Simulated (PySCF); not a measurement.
## Field gradients at the hydrogen positions

Species: C5H6F4P2.
Cartesian coordinates in Å at the GFN2-xTB level; atoms count from 1:
```xyz
17
C5H6F4P2 angstrom
F     -2.316    0.703    2.226
C     -2.140    0.030    1.062
C     -1.164   -0.798    0.835
P     -0.070   -1.952    0.463
C      1.286   -0.839   -0.222
C      1.984   -0.075    0.894
P      3.295    1.099    0.276
C     -3.195    0.380    0.034
F     -3.238    1.692   -0.234
F     -4.427    0.018    0.415
F     -2.945   -0.246   -1.127
H      2.002   -1.475   -0.750
H      0.842   -0.153   -0.946
H      2.464   -0.765    1.595
H      1.264    0.517    1.466
H      2.494    1.673   -0.712
H      3.857    0.203   -0.636
```

Level: PBE0/pcSseg-1 (PySCF, non-relativistic); Q(2H) = 0.00286 b; rigid geometry, the same for H and D, with no vibrational averaging.

Tabulate Vzz, the asymmetry η and χzz = 234.96 MHz × Q × Vzz for every hydrogen position.

```csv
atom,bonded to,bond length (Å),Vzz (au),η,χzz (kHz)
H12,C5,1.093,0.3007,0.03,202
H13,C5,1.092,0.3019,0.03,203
H14,C6,1.094,0.3000,0.04,202
H15,C6,1.094,0.2978,0.04,200
H16,P7,1.396,0.1981,0.08,133
H17,P7,1.397,0.1978,0.08,133
```

Average by the element that carries the hydrogen.

on C: 202 kHz over 4 positions, mean bond length 1.093 Å; on P: 133 kHz over 2 positions, mean bond length 1.396 Å.

Give the 2H NMR doublet splittings at H13 for a magnetic field along the z, y and x axes of the gradient: 3χ/2, 3χ(1 + η)/4, 3χ(1 − η)/4.

With |χ| = 202.9 kHz and η = 0.027: 304, 156 and 148 kHz, to first order and without motion.

One conformer (not necessarily the lowest) at the GFN2-xTB geometry, without solvent, vibrations or thermal averaging. GFN2-xTB bond lengths can be off by several hundredths of an ångström, more for odd bonds, and the gradients follow them. These gradients aren't converged with respect to the basis.
